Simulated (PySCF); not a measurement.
Species: C4H9F2N.
Atom-mapped SMILES: `[CH3:1][N:2]([CH3:3])[CH2:4][CH:5]([F:6])[F:7]` (hydrogens: H8, H9, H10 on C1; H11, H12, H13 on C3; H14, H15 on C4; H16 on C5)

Computed geometry: GFN2-xTB, gas phase.

**Question.** List the bond lengths, angles and torsions at this level.

**Answer.** 
| bond | length (Å) | order |
| --- | --- | --- |
| C1–N2, N2–C3 | 1.450 | single |
| N2–C4 | 1.449 | single |
| C4–C5 | 1.526 | single |
| C5–F6, C5–F7 | 1.356 | single |
| C1–H8, C3–H12 | 1.100 | single |
| C1–H9 and 3 like bonds | 1.088 | single |
| C4–H14 | 1.104 | single |
| C4–H15 | 1.093 | single |
| C5–H16 | 1.100 | single |

Bonds in one row agree within 0.01 Å and their mean is given. Orders are formal, as drawn. A selection of angles:
| angle | degrees |
| --- | --- |
| N2–C1–H8 | 112.4 |
| N2–C1–H9 | 108.7 |
| H8–C1–H9 | 108.7 |
| H9–C1–H10 | 108.5 |
| C1–N2–C3 | 110.9 |
| C1–N2–C4 | 112.1 |
| N2–C3–H12 | 112.8 |
| N2–C4–C5 | 111.1 |
| N2–C4–H14 | 113.1 |
| N2–C4–H15 | 108.6 |
| C5–C4–H14 | 108.6 |
| C5–C4–H15 | 106.7 |
| H14–C4–H15 | 108.5 |
| C4–C5–F6 | 110.5 |
| C4–C5–H16 | 112.3 |
| F6–C5–F7 | 105.5 |
| F6–C5–H16 | 108.0 |

Torsions: C1–N2–C4–C5 71° (synclinal); N2–C4–C5–F6 151° (antiperiplanar). The mirror-image conformer, all signs reversed, is as good.

N2 (tertiary amine nitrogen) is pyramidal (angles 112.1°, 111.4° and 110.9°, sum 334.4°, 0.43 Å off the plane of its three neighbours). Of the pairs four or more bonds apart, C5···H10 is among the closest relative to their van der Waals radii: 2.65 Å, 91 % of the sum of Bondi's values. All 3 C–N bonds measure 1.449 to 1.451 Å.

Point group: C1 (no symmetry element, even within 0.4 Å). No frequency check. One conformer, not necessarily the lowest.
